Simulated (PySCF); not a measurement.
A structure optimised at B3LYP-D3(BJ)/def2-SVP, used in a PySCF frequency run:

```
B
O 1 1.3611
H 2 0.9637 1 113.04
N 1 1.3983 2 120.96 3 180.00
H 4 1.0101 1 123.15 2 180.00
H 4 1.0126 5 115.24 1 180.00
Cl 1 1.8035 2 119.92 3 0.00
```
Charge 0, spin multiplicity 1.

**Question.** Write its SMILES, formula and point group.

**Answer.** NB(O)Cl, BClH3NO, Cs

**Question.** What are its rotational constants (standard atomic weights)?

**Answer.** 9.5175, 4.5785, 3.0914 GHz
